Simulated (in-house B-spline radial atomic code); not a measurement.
Values are calculated unless marked as measured or tabulated.
**C6 from the polarisability at imaginary frequency: neutral helium**

LDA VWN5 linear response of the closed shell 1s2, from a B-spline radial code for spherical atoms; non-relativistic, point nucleus, no spin-orbit coupling.

The dispersion coefficient of two like species is C6 = (3/π) ∫ α(iu)² du from 0 to ∞.

```
u (hartree)  α(iu) (bohr³)
          0          1.658
       0.03          1.655
       0.07          1.646
       0.12          1.623
        0.2          1.567
        0.3          1.469
       0.45          1.295
        0.7          1.011
          1         0.7447
        1.5         0.4687
        2.5         0.2254
          5        0.06949
```

(1) Fit one oscillator, α(iu) = α(0)/(1 + u²/ω²), through u = 0.7 and estimate C6.

(2) How does that compare with the full integral?

Answers

(1) From α(0)/α(iu) − 1 = 1.658/1.011 − 1 = 0.6400, ω = u/√0.6400 = 0.8750 hartree (23.8 eV). London's formula gives C6 = (3/4) α(0)² ω = 0.75 × 1.658² × 0.8750 = 1.804 hartree·bohr⁶, and the oscillator holds f = α(0) ω² = 1.27 electrons, of a sum of oscillator strengths of 2.0.

(2) The program's quadrature over all excitations gives C6 = 1.864, so the single oscillator is off by -3.2 %. At the last point the fit gives α = 0.0493 against 0.0695: higher excitations, and deeper shells where there are any, keep the true curve higher at large u.
